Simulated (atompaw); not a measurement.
Reading a pseudo-wave (Pd)

Columns: radius, all-electron u(r) and pseudo u(r) of the 5s shell (level -11.04 eV) of palladium in the configuration [Kr] 4d9 5s0 5p0; PBE, scalar-relativistic, PAW (atompaw) scheme, atompaw 4.2.0.5.

```json
{"r (bohr)": "0.112", "all-electron": "-0.1119", "pseudo": "0.0575"}
{"r (bohr)": "0.223", "all-electron": "0.1465", "pseudo": "0.1139"}
{"r (bohr)": "0.335", "all-electron": "0.1619", "pseudo": "0.1699"}
{"r (bohr)": "0.446", "all-electron": "-0.0139", "pseudo": "0.2240"}
{"r (bohr)": "0.558", "all-electron": "-0.1922", "pseudo": "0.2767"}
{"r (bohr)": "0.669", "all-electron": "-0.2889", "pseudo": "0.3267"}
{"r (bohr)": "0.781", "all-electron": "-0.2990", "pseudo": "0.3745"}
{"r (bohr)": "0.892", "all-electron": "-0.2430", "pseudo": "0.4190"}
{"r (bohr)": "1.004", "all-electron": "-0.1462", "pseudo": "0.4605"}
{"r (bohr)": "1.115", "all-electron": "-0.0319", "pseudo": "0.4984"}
{"r (bohr)": "1.227", "all-electron": "0.0869", "pseudo": "0.5329"}
{"r (bohr)": "1.338", "all-electron": "0.1988", "pseudo": "0.5634"}
{"r (bohr)": "1.450", "all-electron": "0.3006", "pseudo": "0.5903"}
{"r (bohr)": "1.562", "all-electron": "0.3891", "pseudo": "0.6134"}
{"r (bohr)": "1.673", "all-electron": "0.4628", "pseudo": "0.6325"}
{"r (bohr)": "1.785", "all-electron": "0.5235", "pseudo": "0.6480"}
{"r (bohr)": "1.896", "all-electron": "0.5710", "pseudo": "0.6598"}
{"r (bohr)": "2.008", "all-electron": "0.6073", "pseudo": "0.6680"}
{"r (bohr)": "2.119", "all-electron": "0.6331", "pseudo": "0.6728"}
{"r (bohr)": "2.231", "all-electron": "0.6500", "pseudo": "0.6744"}
{"r (bohr)": "2.342", "all-electron": "0.6589", "pseudo": "0.6728"}
{"r (bohr)": "2.454", "all-electron": "0.6613", "pseudo": "0.6683"}
{"r (bohr)": "2.565", "all-electron": "0.6580", "pseudo": "0.6610"}
{"r (bohr)": "2.677", "all-electron": "0.6500", "pseudo": "0.6509"}
{"r (bohr)": "2.788", "all-electron": "0.6381", "pseudo": "0.6383"}
{"r (bohr)": "2.900", "all-electron": "0.6231", "pseudo": "0.6231"}
```

(1) How many radial nodes do the two functions have?

(2) Is the pseudo-wave norm-conserving?

Answers

(1) The all-electron 5s function has n − l − 1 = 4 (the table is too coarse to show those close to the nucleus); the pseudo-wave has 0, since the states of the same l below it are removed with the core.

(2) No, it belongs to a PAW set: the norm inside the radius is not constrained, and the difference is carried by the augmentation charge.
